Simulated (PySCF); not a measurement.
Compound: C5H4F4S.
Geometry (GFN2-xTB, Å), atoms numbered from 1 in this order:
```
atom  x, y, z in Å
F1    -2.8937   -0.9326   -0.3266
C2    -1.9177   -0.0329    0.0084
C3    -0.5515   -0.6601   -0.2322
C4     0.5724    0.2920    0.0998
C5     0.4223    1.5122    0.5451
S6     0.2516    2.9575    1.0706
C7     1.9487   -0.2692   -0.1233
F8     2.1718   -1.3605    0.6292
F9     2.9252    0.5980    0.1578
F10    2.1285   -0.6580   -1.3973
H11   -2.0701    0.8536   -0.6161
H12   -2.0647    0.2214    1.0633
H13   -0.4709   -0.9606   -1.2817
H14   -0.4526   -1.5615    0.3807
```

Level of theory: PBE0/def2-SVPD in PySCF (dipole) on a GFN2-xTB geometry, gas phase.

Masses are those of the commonest isotopes; rigid-rotor values at the optimised geometry. The values belong to one conformer with, in the numbering `[F:1][CH2:2][CH2:3][C:4](=[C:5]=[S:6])[C:7]([F:8])([F:9])[F:10]`, F1–C2–C3–C4 179°, C2–C3–C4–C5 0°.

(1) Give the principal moments of inertia and the rotational constants in MHz.

(2) What kind of rotor is it?

(3) Is it planar, by Δ = Ic − Ia − Ib?

(4) Which lines would a microwave search look for?

(5) Estimate the classical rotational partition function at 10 K, 25 K and 50 K.

Results:

(1) Ia = 454.54, Ib = 606.71, Ic = 967.42 u·Å²; 505379 MHz·u·Å²/I gives A = 1112, B = 833.0, C = 522.4 MHz.

(2) An asymmetric top: κ = (2 × 833.0 − 1112 − 522.4)/(1112 − 522.4) = 0.05.

(3) Not planar: Δ = Ic − Ia − Ib = -93.83 u·Å². For a rigid frame Δ = −2 Σ m c², so Σ m c² = 46.92 u·Å² lies off the ab plane: 3.20 from hydrogen and 43.72 from heavier atoms. The atom farthest from that plane is 1.08 Å away.

(4) The dipole components are |μa| = 0.84 D, |μb| = 1.42 D, |μc| = 0.00 D; the mirror of this Cs structure is the ab plane, so μc vanishes by symmetry (the 0.02 D computed is a residue) and there are no c-type lines. The squared components, which scale the intensities, stand as 0.35 : 1.00 (a : b). Some of the stronger lines:

```tsv
type	branch	J(Ka,Kc)	MHz	lower level (cm⁻¹)
b	Q	1(1,0) ← 1(0,1)	589	0.045
b	Q	4(3,1) ← 4(2,2)	1501	0.552
b	R	3(0,3) ← 2(1,2)	3483	0.135
b	Q	5(5,0) ← 5(4,1)	3486	0.929
b	R	3(2,2) ← 2(1,1)	4903	0.166
b	R	5(3,2) ← 4(4,1)	5009	0.688
a	R	4(2,3) ← 3(2,2)	5295	0.329
a	R	5(2,4) ← 4(2,3)	6444	0.506
a	R	5(2,3) ← 4(2,2)	7455	0.552
b	R	4(4,1) ← 3(3,0)	8452	0.406
b	R	4(2,2) ← 3(1,3)	9008	0.252
b	R	5(4,2) ← 4(3,1)	9673	0.603
b	R	5(3,2) ← 4(2,3)	10472	0.506
```

(5) Point group Cs, symmetry number σ = 1; q = (√π/σ)·√((kT/h)³/(ABC)), k/h = 20836.6 MHz/K: 7660 at 10 K, 30300 at 25 K, 85700 at 50 K.

Whether it is a minimum is left open (no frequencies). No vibrational averaging or centrifugal distortion is included, and the geometry carries the error of its method.

Time: 58 s wall; peak memory 0.98 GiB. Hardware: an Arm Neoverse V1 with one thread, on a shared host. This is the PBE0/def2-SVPD job that gave the dipole, with the excitations it also computed.
